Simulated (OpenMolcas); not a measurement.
Rh2+ among 4 point charges of -2.5 e arranged as a square (D4h), 2.26 Å from the ion.
```
   2.2600    0.0000    0.0000  -2.50
   0.0000    2.2600    0.0000  -2.50
  -2.2600    0.0000    0.0000  -2.50
   0.0000   -2.2600    0.0000  -2.50
```

| Quantity | Value |
| --- | --- |
| Program | OpenMolcas 26.06 |
| Method | CASSCF |
| Basis | ANO-RCC-VDZP [6s5p3d1f] |
| Scalar Hamiltonian | DKH2, point nucleus |
| Active space | 7 electrons in 5 orbitals (4d) |
| State averaging | 2S+1 = 4 even, 10 roots; 2S+1 = 2 even, 40 roots |
| Spin-orbit coupling | RASSI with atomic mean-field integrals over the reference wave functions |

Task: What is the spin-free ground state (labels of D4, the rotations of D4h)?

Result: 4E, 2-fold in its orbital part, 65 % from free-ion F terms; it has the highest spin that d7 allows.

Task: Where is the first state of the same spin?

Result: 4A2 at 4620 cm-1 above the ground state.

Task: What are the lowest two levels with spin-orbit coupling?

Result: A 2-fold level E3/2 with g = 0.40, 0.40, 3.99, then a 2-fold level E3/2 29.9 cm-1 above it. Their leading multiplicities are 4 (97 %) and 4 (99 %).

Task: What is χT at 300 K, and how does it compare with the textbook value?

Result: The lowest level has 2S+1 = 4, for which the spin-only value is χT = S(S+1) / 2 = 1.875 cm3 K/mol (g = 2). The computed 2.839 at 300 K differs by +0.964, through orbital momentum, spin-orbit coupling and any other state in reach.

An orbital doublet at a regular site is open to a Jahn-Teller distortion, which this geometry leaves out. Without dynamic correlation the repulsion within the d shell is too large (B by tens of per cent), so at a given field states of lower spin stand too high. Point charges give a weaker field than real ligands, and real ions of this kind are as a rule low spin; the high spin found here belongs to the model. This is an electrostatic model: the charges have no orbitals. No measured value stands beside these numbers.
